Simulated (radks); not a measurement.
Trend from Mg+ to Ar+: ionisation energy by Delta-SCF between NIST ground configurations, and size. Calculated with a radial shooting solver on a logarithmic mesh with Libxc functionals: scalar-relativistic Kohn-Sham, BLYP, spin-polarised, spherical densities, point nucleus; open shells are filled with parallel spins first.

species	configuration	configuration of the ion	IE (eV)	NIST (eV)	kind	-e(HOMO) (eV)	r at 0.001 e/bohr^3 (bohr)
Mg+	[Ne] 3s1	[Ne]	15.469	15.035	exp.	11.842 (3s)	3.78
Al+	[Ne] 3s2	[Ne] 3s1	18.856	18.829	exp.	14.720 (3s)	3.89
Si+	[Ne] 3s2 3p1	[Ne] 3s2	16.117	16.346	exp.	11.892 (3p)	3.93
P+	[Ne] 3s2 3p2	[Ne] 3s2 3p1	19.627	19.769	semi-emp.	14.732 (3p)	3.82
S+	[Ne] 3s2 3p3	[Ne] 3s2 3p2	23.066	23.338	exp.	17.575 (3p)	3.68
Cl+	[Ne] 3s2 3p4	[Ne] 3s2 3p3	23.676	23.814	exp.	18.121 (3p)	3.57
Ar+	[Ne] 3s2 3p5	[Ne] 3s2 3p4	27.574	27.630	exp.	21.419 (3p)	3.45

Reference values: NIST Atomic Spectra Database (exp. = measured, semi-emp. = semi-empirical, theory = theoretical value adopted there). Open shells are spherical and high-spin; term and fine-structure splittings are not resolved.
